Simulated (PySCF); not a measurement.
# [OsH3]+: one-bond stretch

Method: PySCF, UPBE0, basis Os def2-TZVP with ECP60, H def2-TZVP (scalar-relativistic core potentials, no spin–orbit coupling, density fitting).

Rigid scan from the triplet minimum (Os–H 1.573 Å (×3); H–Os–H 52.7°, H–Os–H 87.0° (×2)). Coordinate: the bond from Os to the last atom (H) scaled, the rest fixed. Energies in kJ/mol from the minimum.

Task: Predict the curve at 0.92, 0.96, 1.00, 1.05, 1.12, 1.20, 1.35, 1.55, 1.80, 2.20.

Result: 
| scale of one bond | E (kJ/mol) | dipole size (D, about the centre of mass) | ⟨S²⟩ |
| --- | --- | --- | --- |
| 0.92 | 18.7 | 1.01 | 2.01 |
| 0.96 | 4.3 | 0.99 | 2.01 |
| 1.00 | 0.0 | 0.96 | 2.01 |
| 1.05 | 5.3 | 0.92 | 2.02 |
| 1.12 | 26.0 | 0.85 | 2.02 |
| 1.20 | 60.6 | 0.74 | 2.04 |
| 1.35 | 133.7 | 0.57 | 2.18 |
| 1.55 | 205.7 | – | 2.57 |
| 1.80 | 248.3 | – | 2.84 |
| 2.20 | 272.4 | – | 2.97 |

Spin contamination is strong at 1.55, 1.80, 2.20, so these points are less reliable.

Open d and f shells are described by one determinant, and the ground state may have another occupation or spin. No spin–orbit coupling is included, which matters more the heavier the element.

Other isomers or separated fragments may lie lower.

The scan took 16 s on 2 threads of a shared Arm Neoverse N1 host; the process peaked at 0.73 GiB.
